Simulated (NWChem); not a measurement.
Species: CF₂, singlet; SMILES F[C]F

All runs: NWChem. Low-valent species are run as closed-shell singlets; no triplet was tried in these runs. Structure relaxed at the PBE0/def2-SVP level. Level: M06-2X/def2-SVP with SMD (1 M gas to 1 M solution), gas-phase geometry.

Question: Among these, which solvent gives the highest value of “cavity-dispersion-structure term (kcal/mol)”?
(A) 1,4-dioxane
(B) water
(C) dichloromethane
(D) chloroform

Answer: B, water. Values: chloroform 3.3; dichloromethane 3.3; 1,4-dioxane 4.1; water 5.5
